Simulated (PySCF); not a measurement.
## `CN1C[Si@@H](S)[Si@@H]([SiH3])[SiH2]1`: 4 charge schemes on one density

C2H13NSSi4.
Cartesian coordinates in Å at the GFN2-xTB level; atoms count from 1:
```
atom  x, y, z in Å
C1    -2.6008   -1.2660   -0.0093
N2    -1.3666   -0.5401   -0.1835
C3    -1.5703    0.8984   -0.2144
Si4    0.0540    1.8768    0.0969
S5     0.2581    2.0227    2.2630
Si6    1.5819    0.3381   -0.7657
Si7    3.5219   -0.0660    0.4519
Si8   -0.0393   -1.3247   -0.9636
H9    -2.3926   -2.3313    0.0537
H10   -3.2953   -1.0969   -0.8412
H11   -3.0953   -0.9512    0.9149
H12   -2.0176    1.2061   -1.1711
H13   -2.3070    1.1487    0.5571
H14   -0.2171    3.2765   -0.2366
H15   -0.2213    0.8150    2.5133
H16    1.9554    0.8304   -2.1117
H17    4.7172    0.3297   -0.2951
H18    3.6715   -1.4916    0.7609
H19    3.5419    0.6614    1.7193
H20   -0.3293   -1.7566   -2.3462
H21    0.1419   -2.5625   -0.1932
```

Density: PBE0/pcSseg-1 (PySCF); schemes: Mulliken, IAO, Hirshfeld and ESP-fitted. Isolated species at its GFN2-xTB geometry (one conformer only). GFN2-xTB frequencies show an imaginary mode (22i cm⁻¹), so this geometry is no minimum at that level.

Task: What partial charge does each atom carry?

Result: In e; atoms taken as equivalent share a row and are averaged (×n: the atom named and its like, n in all):

```tsv
atom	environment	Mulliken	IAO	Hirshfeld	ESP-fitted
C1	N-methyl carbon	-0.062	-0.296	-0.068	-0.450
N2	silicon-bound nitrogen	-0.791	-0.504	-0.177	-0.079
C3	sp3 carbon bound to nitrogen	-0.283	-0.414	-0.119	-0.636
Si4	SiH silicon	+0.512	+0.569	+0.254	+0.442
S5	sulfur bonded to Si and H	-0.368	-0.335	-0.153	-0.393
Si6	SiH silicon	-0.397	-0.047	+0.074	-0.079
Si7	SiH3 silicon	+0.294	+0.327	+0.217	+0.305
Si8	SiH2 silicon	+0.626	+0.623	+0.269	+0.424
H9/H10/H11	methyl hydrogen	+0.111	+0.134	+0.040	+0.156
H12	methylene hydrogen	+0.129	+0.120	+0.026	+0.207
H13	methylene hydrogen	+0.136	+0.146	+0.036	+0.196
H14	Si–H hydrogen	-0.016	-0.086	-0.064	-0.046
H15	S–H hydrogen	+0.157	+0.103	+0.053	+0.200
H16	Si–H hydrogen	+0.037	-0.066	-0.077	-0.054
H17/H18/H19	Si–H hydrogen	-0.048	-0.092	-0.072	-0.087
H20	Si–H hydrogen	-0.084	-0.144	-0.090	-0.115
H21	Si–H hydrogen	-0.080	-0.123	-0.084	-0.128
```

Mean size of the charges over all atoms: IAO 0.218 e, ESP-fitted 0.213 e, Mulliken 0.212 e, Hirshfeld 0.100 e. Each set sums to the total charge, 0, to within 0.001 e. The IAO scheme projects the occupied orbitals on a minimal set of polarised atomic orbitals and counts the electrons in each atom's part of it.

Some averages cover members that differ in this geometry: H17/H18/H19, Mulliken -0.058 to -0.033 e.

Lowest charge. The schemes don't all agree: Mulliken N2 (-0.791); IAO N2 (-0.504); Hirshfeld N2 (-0.177); ESP-fitted C3 (-0.636).

Highest charge. The schemes don't all agree: Mulliken Si8 (+0.626); IAO Si8 (+0.623); Hirshfeld Si8 (+0.269); ESP-fitted Si4 (+0.442).

Task: How closely do the schemes follow one another over all atoms?

Result: Correlation coefficient and root-mean-square difference: IAO with Hirshfeld 0.95, 0.167 e; Mulliken with IAO 0.91, 0.122 e; IAO with ESP-fitted 0.89, 0.127 e; Hirshfeld with ESP-fitted 0.81, 0.182 e; Mulliken with Hirshfeld 0.81, 0.211 e; Mulliken with ESP-fitted 0.72, 0.214 e.

Task: Sum the charges by element, for elements with more than one atom.

Result: 
| element | atoms | Mulliken | IAO | Hirshfeld | ESP-fitted |
| --- | --- | --- | --- | --- | --- |
| C | 2 | -0.345 | -0.710 | -0.187 | -1.086 |
| Si | 4 | +1.036 | +1.472 | +0.814 | +1.092 |
| H | 13 | +0.469 | +0.076 | -0.296 | +0.466 |

Task: How many electrons does the ESP-fitted scheme count on Si7?

Result: Z − q = 14 − (+0.305) = 13.695.
